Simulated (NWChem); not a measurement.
System: C3H2FNS; SMILES Fc1nccs1

The following NWChem deck was run.

```
start job
memory heap 200 mb stack 900 mb global 1100 mb
geometry units angstroms noautosym nocenter noautoz
  F     -0.005373    -2.106336     0.000000
  C     -0.198091    -0.795113     0.000000
  N     -1.356157    -0.241180     0.000000
  C     -1.200920     1.133867     0.000000
  C      0.078466     1.600551     0.000000
  S      1.198511     0.261754     0.000000
  H     -2.087470     1.756878     0.000000
  H      0.428019     2.623488     0.000000
end
basis spherical
  F library def2-svp
  C library def2-svp
  N library def2-svp
  S library def2-svp
  H library def2-svp
end
dft
  xc m06-2x
  iterations 150
end
cosmo
  do_cosmo_smd true
  solvent hexane
end
task dft energy
```

Parts of the log:

```
             Northwest Computational Chemistry Package (NWChem) 7.3.0
             --------------------------------------------------------

                             Geometry "geometry" -> ""
                             -------------------------

 Output coordinates in angstroms (scale by  1.889725989 to convert to a.u.)

  No.       Tag          Charge          X              Y              Z
 ---- ---------------- ---------- -------------- -------------- --------------
    1 F                    9.0000    -0.00537300    -2.10633600     0.00000000
    2 C                    6.0000    -0.19809100    -0.79511300     0.00000000
    3 N                    7.0000    -1.35615700    -0.24118000     0.00000000
    4 C                    6.0000    -1.20092000     1.13386700     0.00000000
    5 C                    6.0000     0.07846600     1.60055100     0.00000000
    6 S                   16.0000     1.19851100     0.26175400     0.00000000
    7 H                    1.0000    -2.08747000     1.75687800     0.00000000
    8 H                    1.0000     0.42801900     2.62348800     0.00000000

 Effective nuclear repulsion energy (a.u.)     276.5794103354

                                 NWChem DFT Module
                                 -----------------

 Summary of "ao basis" -> "ao basis" (spherical)
 ------------------------------------------------------------------------------
       Tag                 Description            Shells   Functions and Types
 ---------------- ------------------------------  ------  ---------------------
 F                          def2-svp                 6       14   3s2p1d
 C                          def2-svp                 6       14   3s2p1d
 N                          def2-svp                 6       14   3s2p1d
 S                          def2-svp                 8       18   4s3p1d
 H                          def2-svp                 3        5   2s1p

 in cosmo_initialize ...
 calling solv_data for solv:hexane

 solvent parameters
 solvname_short: hexane
 solvname_long:  n-hexane
 dielec:        1.8819
 dielecinf:     1.8903
 nonaqueous SMD model solvent descriptors
 dielec:        1.8819
 sola:          0.0000
 solb:          0.0000
 solc:          0.0000
 solg:         25.7500
 solh:          0.0000
 soln:          1.3749

[...]

                                COSMO-SMD solvation results
                                ---------------------------

             internal energy in gas <Psi(g)|H|Psi(g)> =      -667.838182688703
         internal energy in solvent <Psi(s)|H|Psi(s)> =      -667.837953987386
                               delta internal energy  =         0.000228701317 (    0.14 kcal/mol)
   total free energy in solvent <Psi(s)|H+V/2|Psi(s)> =      -667.841265519348
 polarization energy contribution <Psi(s)|V/2|Psi(s)> =        -0.003311531962 (   -2.08 kcal/mol)
    total free energy in solvent including G(SMD-CDS) =      -667.842161224951
                       G(SMD-CDS) energy contribution =        -0.000895705603 (   -0.56 kcal/mol)
     1 M fixed-concentration free energy of solvation =        -0.003978536247 (   -2.50 kcal/mol)

                       DFT Final Molecular Orbital Analysis
                       ------------------------------------

 Vector   24  Occ=2.000000D+00  E=-3.725224D-01
              MO Center= -9.7D-01, -1.7D-01, -7.1D-09, r^2= 2.4D+00
   Bfn.  Coefficient  Atom+Function         Bfn.  Coefficient  Atom+Function
  ----- ------------  ---------------      ----- ------------  ---------------
    32      0.444199  3 N  px                35     -0.310533  3 N  px
    81     -0.261580  6 S  px                33      0.225890  3 N  py
    31      0.197884  3 N  s                 78     -0.189901  6 S  px
    30      0.184207  3 N  s                 18      0.177883  2 C  px
    36     -0.169364  3 N  py                58      0.111678  5 C  s

 Vector   25  Occ=2.000000D+00  E=-3.592480D-01
              MO Center=  2.1D-01,  2.6D-01,  1.7D-08, r^2= 2.7D+00
   Bfn.  Coefficient  Atom+Function         Bfn.  Coefficient  Atom+Function
  ----- ------------  ---------------      ----- ------------  ---------------
    83      0.473701  6 S  pz                80      0.352344  6 S  pz
    34      0.337054  3 N  pz                37     -0.253098  3 N  pz
    77      0.195357  6 S  pz                62      0.183692  5 C  pz
    65      0.148871  5 C  pz                20     -0.118541  2 C  pz
    48     -0.088947  4 C  pz                51     -0.078492  4 C  pz

 Vector   26  Occ=2.000000D+00  E=-3.124952D-01
              MO Center= -2.3D-01,  5.9D-01,  1.4D-09, r^2= 2.8D+00
   Bfn.  Coefficient  Atom+Function         Bfn.  Coefficient  Atom+Function
  ----- ------------  ---------------      ----- ------------  ---------------
    62      0.341403  5 C  pz                48      0.336803  4 C  pz
    20     -0.296183  2 C  pz                83     -0.267820  6 S  pz
    65      0.261757  5 C  pz                51      0.229538  4 C  pz
    23     -0.203581  2 C  pz                80     -0.181605  6 S  pz
     6     -0.179835  1 F  pz                 9      0.151910  1 F  pz

 Vector   27  Occ=0.000000D+00  E= 5.724521D-03
              MO Center= -6.0D-02,  3.6D-01,  8.4D-09, r^2= 3.2D+00
   Bfn.  Coefficient  Atom+Function         Bfn.  Coefficient  Atom+Function
  ----- ------------  ---------------      ----- ------------  ---------------
    65      0.497707  5 C  pz                83     -0.476377  6 S  pz
    23      0.435532  2 C  pz                20      0.421338  2 C  pz
    51     -0.355501  4 C  pz                62      0.339282  5 C  pz
    48     -0.240210  4 C  pz                80     -0.208509  6 S  pz
    37     -0.199376  3 N  pz                34      0.170746  3 N  pz

[...]
```

Level: M06-2X/def2-SVP, SMD on the gas-phase geometry. Geometry: optimised at B3LYP/6-31G* (spherical d). Solvent: n-hexane.
